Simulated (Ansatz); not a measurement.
Consider the formal exchange of groups at the Sn–C bond: `CC1=C[CH]1[SnH3]` + `C#CCC` → `C[CH2][SnH3]` + `C#CC1C=C1C`.

Calculated with Ansatz (gas phase, PBE0-D4/def2-TZVP geometries, no zero-point term in ΔE). CBS: MP2 limit from def2 TZ/QZ plus the TZ coupled-cluster correction, frozen cores. Functionals use def2-TZVPP. B3LYP here is the variant with VWN-RPA as its local correlation; programs differ in this. Elements past krypton have def2 core potentials. For Sn outer-core shells are correlated without core-valence functions, which leaves a few kJ/mol of doubt a bond.

| species | B3LYP energy (Eh) |
| --- | --- |
| `CC1=C[CH]1[SnH3]` | -371.55415 |
| `C#CCC` | -156.03528 |
| `C[CH2][SnH3]` | -295.41108 |
| `C#CC1C=C1C` | -232.18301 |

Question: Work out ΔE.

Answer: ΔE = (-295.41108) + (-232.18301) − (-371.55415) − (-156.03528) = -0.00466 Eh = -12.2 kJ/mol. CCSD(T)/CBS gives -10.9 kJ/mol.

Largest T1 diagnostic among the species: 0.012.
